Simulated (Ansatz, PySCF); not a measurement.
This Ansatz (a program for electronic structure) input computes a r2SCAN/def2-TZVPD energy:

Ansatz 0.2 input:
```yaml
crystal:
  periodic: [false, false, false]
  atoms:
    - {symbol: Se, position_ang: [-1.69381199, 0.00471556, 0.09582706]}
    - {symbol: C, position_ang: [0.09056619, 0.03122959, -0.03337844]}
    - {symbol: Se, position_ang: [1.73187779, -0.04283810, -0.06386097]}
    - {symbol: H, position_ang: [-1.83763439, 1.10878856, -0.88657641]}
basis:
  gaussian:
    orbitals: def2-TZVPD
hamiltonian:
  xc: {name: r2SCAN}
total_charge: 1
output: {forces: true}
```

Problem. Write an input for the same energy in PySCF and say what it gives.

Solution. 
```python
from pyscf import gto, scf, dft

mol = gto.M(
    atom='''
    Se   -1.69381199    0.00471556    0.09582706
    C     0.09056619    0.03122959   -0.03337844
    Se    1.73187779   -0.04283810   -0.06386097
    H    -1.83763439    1.10878856   -0.88657641
    ''',
    basis='def2-tzvpd',
    charge=1,
    spin=0,
    verbose=4,
)

mf = dft.RKS(mol, xc='r2scan').density_fit(auxbasis='def2-universal-jkfit')
mf.grids.level = 4
mf.conv_tol = 1e-9
mf.max_cycle = 100
mf.max_memory = 1500
mf.kernel()
if not mf.converged:
    mf = mf.newton()
    mf.kernel(mf.make_rdm1())
mf.analyze()
```
It gives -4841.44324 Eh, and Ansatz -4841.44322 Eh, a difference of 0.02 mEh, from the treatment of integrals and grids.

It need not be the lowest isomer of its formula.
